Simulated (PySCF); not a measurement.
## Solvent effects on NMR parameters

Geometry (Å), atoms numbered from 1 in this order:
```xyz
14

N     3.413   -1.085   -0.088
C     2.599   -0.263   -0.179
O     1.735    0.679   -0.282
C     0.379    0.363   -0.398
C    -0.479    1.446   -0.542
C    -1.844    1.202   -0.662
C    -2.331   -0.105   -0.638
C    -1.447   -1.172   -0.493
C    -0.076   -0.949   -0.371
H    -0.068    2.456   -0.558
H    -2.531    2.043   -0.777
H    -3.403   -0.292   -0.733
H    -1.822   -2.198   -0.472
H     0.627   -1.777   -0.257
```

GIAO PBE0/pcSseg-1 in PySCF 2.14 on one PBE0-D3(BJ)/def2-SVP conformer, non-relativistic, equivalent nuclei averaged. Solvents enter as an IEF-PCM continuum (chloroform with ε = 4.7, tetrahydrofuran with ε = 7.4, acetone with ε = 20.5) around the gas-phase geometry. Shifts are referred to TMS computed in the same medium.

Gas phase, δ in ppm: C4 157.9, C6/C8 136.1, C7 131.3, C5/C9 119.7, C2 112.3, H11/H13 7.58, H10/H14 7.40, H12 7.39. Dipole moment 4.54 D.

**Question.** How does each δ change in the continuum?

**Answer.** 
| atoms | environment | Δδ, chloroform | Δδ, tetrahydrofuran | Δδ, acetone |
| --- | --- | --- | --- | --- |
| C4 | aromatic carbon bearing oxygen | -0.1 | 0.0 | 0.0 |
| C6/C8 | aromatic CH | +1.4 | +1.7 | +1.9 |
| C7 | aromatic CH | +2.0 | +2.3 | +2.6 |
| C5/C9 | aromatic CH | +1.0 | +1.2 | +1.4 |
| C2 | nitrile carbon | +3.1 | +3.6 | +4.1 |
| H11/H13 | hydrogen on an aromatic CH | +0.20 | +0.23 | +0.27 |
| H10/H14 | hydrogen on an aromatic CH | +0.12 | +0.14 | +0.17 |
| H12 | hydrogen on an aromatic CH | +0.22 | +0.25 | +0.29 |

Changes are relative to the gas phase. The dipole moment becomes 5.35 D in chloroform, 5.46 D in tetrahydrofuran, 5.59 D in acetone.

**Question.** Which of the listed nuclei move most (in ppm), and what does the model miss? (N and O are left out, as their reference compounds move with the solvent too.)

**Answer.** C2 (nitrile carbon, +4.1 ppm) in acetone. A continuum only polarises the solute; specific hydrogen bonds, the anisotropy of aromatic solvents and changes of geometry or conformer are outside it.
